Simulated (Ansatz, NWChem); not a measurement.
## How methods differ on IF (iodine monofluoride)

IF: 2 atoms, total charge 0, spin state singlet. As SMILES, `FI`. The bond length is the measured one.

```jsonl
{"atom": "F", "x (Å)": "0.0000", "y (Å)": "0.0000", "z (Å)": "0.0000"}
{"atom": "I", "x (Å)": "0.0000", "y (Å)": "0.0000", "z (Å)": "1.9098"}
```

Quantity: the vertical ionisation energy (to the doublet cation), in eV. The values are calculated.

| level | kind | program | value (eV) | CPU time (all runs) |
| --- | --- | --- | --- | --- |
| FIC-NEVPT4(SD)(4,4)/3-21G, open shells restricted | multireference | Ansatz | 9.85 | 13 s |
| CCSD/SBKJC-VDZ (core potential) | coupled cluster or CI | NWChem | 10.45 | 3.4 s |
| CCSD/LANL2DZ (core potential) | coupled cluster or CI | NWChem | 10.45 | 3 s |
| CCSD/DGauss-DZVP | coupled cluster or CI | NWChem | 10.57 | 92 s |
| CCSD/MIDI! | coupled cluster or CI | NWChem | 9.90 | 29 s |
| CCSD/jorge-DZP | coupled cluster or CI | NWChem | 10.36 | 2.4 min |

All-electron rows without a relativistic Hamiltonian named are non-relativistic, while core potentials hold scalar relativity, so basis and relativity change together. Spin-orbit coupling, which can split open shells on such heavy atoms by tenths of an eV, is left out. The values span 9.85 to 10.57 eV. Spin contamination of the reference (⟨S²⟩ at least 0.1 too high) touches CCSD/SBKJC-VDZ. In the correlated wave-function rows the outer d shell of I is correlated, in sets not made for it. CPU times are rough (shared hosts, several kinds of processor): they show what a rung costs within a factor of a few.
